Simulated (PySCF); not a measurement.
Radial density of Pm (promethium, neutral)

M06-2X, [Xe] 4f5 6s2, one real determinant. Computed with PySCF 2.14 in x2c-TZVPPall with one added diffuse shell each of s, p, d, f type (12s8p8d5f2g, 129 functions), with scalar relativity by spin-free X2C-1e.

```csv
r (bohr),4πr²ρ (e/bohr),4πr²(ρα − ρβ)
0.0267,71.74,0.0039
0.0450,83.56,0.0068
0.0757,106.1,-0.0032
0.127,78.87,0.0280
0.214,92.20,0.5503
0.360,38.65,2.6889
0.606,42.05,4.9981
1.02,14.60,3.5467
1.71,6.571,0.9927
2.88,1.175,0.0749
4.85,0.4495,0.0004
8.15,0.04605,-0.0039
13.7,0.0003008,0.0000
```

Densities and radii are taken from the X2C orbitals without a picture-change correction, which distorts them close to the nucleus.

⟨L²⟩ = 24.02 against 30 for a pure H term, so this real determinant mixes terms. Spin-orbit coupling, absent here, splits the open shell strongly.

(1) Where is the radial spin density 4πr²(ρα − ρβ) most negative, and why is it negative at all?

Results:

(1) Around r = 8.15 bohr, down to -0.0039 e/bohr: exchange with the open shell polarises the paired shells in an unrestricted calculation.
